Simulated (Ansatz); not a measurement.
A structure relaxed at PBE0-D4/def2-TZVP, charge 0, multiplicity 1:

```xyz
11

Si   -0.465   -1.497   -0.509
C    -0.304    0.131    0.367
C     0.235    1.325   -0.326
As    1.572    0.569    0.930
H    -0.508   -2.612    0.471
H    -1.697   -1.550   -1.346
H     0.714   -1.663   -1.403
H    -1.023    0.325    1.157
H     0.522    1.228   -1.368
H    -0.161    2.298   -0.065
H     1.115    1.447    2.092
```

Problem. Give its formula and SMILES.

Solution. C2H7AsSi, `[SiH3]C1C[AsH]1`.

Problem. Summarise the bond lengths by kind.

Solution. 1 × C–Si 1.856 Å; 3 × H–Si 1.485 to 1.491 Å; 1 × C–C 1.482 Å; 2 × As–C 1.983 to 2.006 Å; 3 × C–H 1.083 to 1.086 Å; 1 × As–H 1.526 Å.

All numbers were calculated with Ansatz.
